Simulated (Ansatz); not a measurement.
## Worked example: GeH2(CH3)Br → GeH(CH3)Br + H

Species: GeH2(CH3)Br, singlet; GeH(CH3)Br, doublet; H atom, doublet. 

Shapes, held fixed at every level: PBE0-D4/def2-TZVP. Programs: Ansatz 0.2.0. The zero-point and thermal change to 298 K, harmonic and unscaled (PBE0-D4/def2-TZVP), is -17.8 kJ/mol.

At CCSD(T)/def2-TZVPP; 1 Eh = 2625.50 kJ/mol:

| species | energy (Eh) |
| --- | --- |
| GeH2(CH3)Br | -4689.399232 |
| GeH(CH3)Br | -4688.758370 |
| H | -0.499810 |

Work out ΔH(298 K) of the reaction at this level.


1. Products less reactants: (-4688.758370) + (-0.499810) − [(-4689.399232)] = 0.141052 Eh = +370.3 kJ/mol.
2. With the thermal change: +370.3 + (-17.8) = +352.5 kJ/mol.

Other levels give +331.0 (MP2/def2-SVP) to +345.4 kJ/mol (BHLYP-D4/def2-TZVPP). No measured value is set beside it here. Open shells run unrestricted unless RO is named. Relativity is left out for Br, Ge unless named. Correlated rows may include outer-core shells of Br, Ge, which these sets cover unevenly.
